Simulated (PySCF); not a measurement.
**C₆ coefficients of unlike pairs at PBE0**

Calculated with PySCF 2.14 from the dipole response of each species, C₆(A,B) = (3/π) ∫ α_A(iu) α_B(iu) du, in atomic units, from isotropic polarisabilities. For ions this is the dispersion term alone; charge-induced terms of lower order in 1/R come first.

| species | configuration | basis | relativity | α (bohr³) | C₆ (like pair) |
| --- | --- | --- | --- | --- | --- |
| Au³⁺ | [Xe] 4f14 5d8 (3F) | aug-cc-pwCVTZ-PP with ECP60MDF (8s8p7d4f3g) | core potential | 5.985 | 34.23 |
| Nb | [Kr] 4d4 5s1 (6D) | aug-cc-pV5Z-PP with ECP28MDF (8s8p7d5f4g3h2i) | core potential | 96.83 | 1100 |
| Rh⁺ | [Kr] 4d8 (3F) | aug-cc-pVTZ-PP with ECP28MDF (6s6p5d3f2g) | core potential | 13.01 | 81.25 |

Question: Estimate C₆ for Rh⁺ with Nb.

Answer: The integral gives 252.3. The combination rule 2 C_A C_B / (C_A α_B/α_A + C_B α_A/α_B) gives 237.4 and the geometric mean 298.9.

No spin-orbit coupling is included.

The other pairs:

```tsv
pair	C₆
Nb, Au³⁺	138.5
Rh⁺, Au³⁺	51.15
```
